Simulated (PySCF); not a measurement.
Question: Write Cartesian coordinates for `[H]/N=C/C#CCCC` as optimised with GFN2-xTB.

Answer: 
```xyz
16
C6H9N angstrom
C     -1.3506    0.6892    1.5069
C     -1.8714    0.2340    0.1502
C     -0.9572    0.6976   -0.9912
C      0.3484    0.0838   -0.9115
C      1.4237   -0.4520   -0.8238
C      2.6919   -1.0723   -0.7689
N      3.1490   -1.5236    0.3165
H     -1.3121    1.7758    1.5573
H     -1.9998    0.3335    2.3034
H     -0.3488    0.3005    1.6742
H     -1.9410   -0.8556    0.1318
H     -2.8723    0.6393   -0.0155
H     -0.8353    1.7844   -0.9463
H     -1.4048    0.4454   -1.9576
H      3.2048   -1.1153   -1.7441
H      4.0678   -1.9558    0.2519
```

Orientation and origin are arbitrary. Atoms count from 1 in this order. The 5 C–C bonds span 1.205 Å (C4≡C5, drawn triple) to 1.534 Å (C2–C3, drawn single), a spread of 0.329 Å. Of the pairs four or more bonds apart, C4···H10 is among the closest relative to their van der Waals radii: 2.69 Å, 93 % of the sum of Bondi's values.

Bonds between heavy atoms (Å): C1–C2 1.523, C2–C3 1.534, C3–C4 1.445, C4≡C5 1.205, C5–C6 1.413, C6=N7 1.261.

The geometry is computed with GFN2-xTB (gas phase).

Point group: C1 (no symmetry element, even within 0.4 Å). Whether it is a minimum is left open (no frequencies). One conformer, not necessarily the lowest (C1–C2–C3–C4 65°).
